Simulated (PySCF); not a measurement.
A calculated (BP86, PySCF 2.14, def2-TZVP, no relativity, point nucleus) atom or ion has these occupied shells.

```csv
shell,electrons,orbital energy (eV),"rms radius, mean of both spins (bohr)"
1s α,1,-2755.1,0.106
1s β,1,-2754.8,0.106
2s α,1,-263.96,0.486
2s β,1,-263.63,0.486
2p α,3,-204.65,0.455
2p β,3,-204.17,0.455
3s α,1,-32.940,1.61
3s β,1,-30.542,1.61
3p α,3,-20.363,1.85
3p β,1,-18.508,1.85
```

Question: Name the element and its charge.

Answer: Cl⁺ (chlorine, charge +1), in [Ne] 3s2 3p4, high-spin 3P determinant.
